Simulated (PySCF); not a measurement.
## How methods differ on the excitation energy of Mn(2+)

Mn(2+) [Ar] 3d5 (6S) → Mn(2+) [Ar] 3d4 4p1 (high-spin determinant), as a difference of total energies. Computed with PySCF 2.14 in aug-cc-pVDZ-DK, with the spin-free X2C one-electron Hamiltonian (Gaussian nucleus). Correlated levels: valence: [Ar] frozen. The calculations carry no spin-orbit coupling.

```json
{"method": "UHF", "excitation energy (eV)": "13.128"}
{"method": "MP2 (valence)", "excitation energy (eV)": "13.704"}
{"method": "SCS-MP2 (valence)", "excitation energy (eV)": "13.320"}
{"method": "CCSD (valence)", "excitation energy (eV)": "13.707"}
{"method": "CCSD(T) (valence)", "excitation energy (eV)": "13.710"}
```

**Question.** How much does correlation contribute at CCSD(T) (valence)?

**Answer.** 13.710 − (13.128) = 0.582 eV, measured against UHF.

The determinant of the upper state mixes LS terms, which raises its energy above the lowest term, most at the Hartree-Fock and MP2 levels.
